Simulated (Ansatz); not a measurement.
The cluster Ge2Au⁺ (the lowest singlet isomer of a short search) was relaxed with PBE-D4 (def2-TZVP) in Ansatz in these states: charge +1 quintet, charge +1 triplet. The geometries follow in no particular order.

In the def2 sets Au takes a core potential; there is no spin–orbit coupling.

A:

```csv
atom,x (Å),y (Å),z (Å)
Au1,-1.048,-0.801,-0.579
Ge2,1.156,-0.635,0.579
Ge3,-0.108,1.436,0.000
```

B:

```xyz
3

Au    0.212   -0.360   -1.221
Ge   -1.580   -0.222    0.473
Ge    1.367    0.582    0.748
```

Task: Judge from the bond lengths which geometry belongs to which state (an estimate).

Result: A is the charge +1 triplet (Ge2–Ge3 2.495 Å, Au1–Ge2 2.495 Å, Au1–Ge3 2.495 Å); B is the charge +1 quintet (Ge2–Ge3 3.067 Å, Au1–Ge2 2.470 Å, Au1–Ge3 2.470 Å).

At PBE0-D4/def2-TZVP a triplet lies 2.91 eV below the charge +1 quintet. These are the stationary points nearest to one start from a short search; other shapes may lie lower in each state.
